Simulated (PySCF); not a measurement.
CHCl2 (SMILES Cl[CH]Cl), doublet, at a GFN2-xTB geometry; TPSS/6-31G* run with PySCF.

The PySCF input:
```python
from pyscf import gto, scf, dft

mol = gto.M(
    atom='''
C     0.14277263   -0.00896264    0.68359394
Cl   -0.04722300    1.45620990   -0.14607964
Cl   -0.05344861   -1.45182812   -0.18290682
H     0.85478161   -0.02071447    1.49120632
''',
    basis='6-31g*',
    spin=1,
    verbose=4,
)

mf = dft.UKS(mol)
mf.xc = 'tpss'
mf.kernel()
```

**Question.** Write the output that PySCF gives for this input, abridged.

**Answer.** 
```
PySCF version 2.14.0

[INPUT] verbose = 4
[INPUT] num. atoms = 4
[INPUT] num. electrons = 41
[INPUT] charge = 0
[INPUT] spin (= nelec alpha-beta = 2S) = 1
[INPUT] symmetry False subgroup None
[INPUT] Mole.unit = angstrom
[INPUT] Symbol           X                Y                Z      unit          X                Y                Z       unit  Magmom
[INPUT]  1 C      0.142772630000  -0.008962640000   0.683593940000 AA    0.269801168784  -0.016936934953   1.291805327012 Bohr   0.0
[INPUT]  2 Cl    -0.047223000000   1.456209900000  -0.146079640000 AA   -0.089238536780   2.751837890880  -0.276050511975 Bohr   0.0
[INPUT]  3 Cl    -0.053448610000  -1.451828120000  -0.182906820000 AA   -0.101003234639  -2.743557526742  -0.345643796115 Bohr   0.0
[INPUT]  4 H      0.854781610000  -0.020714470000   1.491206320000 AA    1.615303139215  -0.039144675116   2.817971540021 Bohr   0.0

nuclear repulsion = 126.795127216422
number of shells = 24
number of NR pGTOs = 133
number of NR cGTOs = 52
basis = 6-31g*
ecp = {}

******** <class 'pyscf.dft.uks.UKS'> ********
method = UKS
initial guess = minao
damping factor = 0
level_shift factor = 0
DIIS = <class 'pyscf.scf.diis.CDIIS'>
diis_start_cycle = 1
diis_space = 8
diis_damp = 0
SCF conv_tol = 1e-09
SCF conv_tol_grad = None
SCF max_cycles = 50
direct_scf = True
direct_scf_tol = 1e-13
number electrons alpha = 21  beta = 20
XC library pyscf.dft.libxc version 7.1.2
    S. Lehtola, C. Steigemann, M. J. T. Oliveira, and M. A. L. Marques,  SoftwareX 7, 1–5 (2018)
XC functionals = tpss
    J. Tao, J. P. Perdew, V. N. Staroverov, and G. E. Scuseria,  Phys. Rev. Lett. 91, 146401 (2003)
    J. P. Perdew, J. Tao, V. N. Staroverov, and G. E. Scuseria,  J. Chem. Phys. 120, 6898 (2004)
    J. Tao, J. P. Perdew, V. N. Staroverov, and G. E. Scuseria,  Phys. Rev. Lett. 91, 146401 (2003)
    J. P. Perdew, J. Tao, V. N. Staroverov, and G. E. Scuseria,  J. Chem. Phys. 120, 6898 (2004)
radial grids:
    Treutler-Ahlrichs [JCP 102, 346 (1995); DOI:10.1063/1.469408] (M4) radial grids

becke partition: Becke, JCP 88, 2547 (1988); DOI:10.1063/1.454033
pruning grids: <function nwchem_prune>
grids dens level: 3
symmetrized grids: False
atomic radii adjust function: <function treutler_atomic_radii_adjust>
small_rho_cutoff = 0
Set gradient conv threshold to 3.16228e-05
tot grids = 61688
init E= -959.341438469275

cycle= 1 E= -959.039857586201  delta_E= 0.302  |g|= 0.119  |ddm|= 1.65
cycle= 2 E= -959.038565153301  delta_E= 0.00129  |g|= 0.137  |ddm|= 0.327
cycle= 3 E= -959.04789376759  delta_E= -0.00933  |g|= 0.0506  |ddm|= 0.199
cycle= 4 E= -959.049253794659  delta_E= -0.00136  |g|= 0.00916  |ddm|= 0.0567
cycle= 5 E= -959.049312460522  delta_E= -5.87e-05  |g|= 0.00251  |ddm|= 0.0158
cycle= 6 E= -959.049316940008  delta_E= -4.48e-06  |g|= 0.000693  |ddm|= 0.00406
cycle= 7 E= -959.049317348021  delta_E= -4.08e-07  |g|= 0.000237  |ddm|= 0.00137
cycle= 8 E= -959.049317390746  delta_E= -4.27e-08  |g|= 6.5e-05  |ddm|= 0.000482
cycle= 9 E= -959.049317393425  delta_E= -2.68e-09  |g|= 1.76e-05  |ddm|= 0.000111
cycle= 10 E= -959.049317393634  delta_E= -2.09e-10  |g|= 3.17e-06  |ddm|= 3.76e-05
Extra cycle  E= -959.04931739364  delta_E= -5.68e-12  |g|= 2.04e-06  |ddm|= 7.82e-06
converged SCF energy = -959.04931739364  <S^2> = 0.7533895  2S+1 = 2.0033866
```
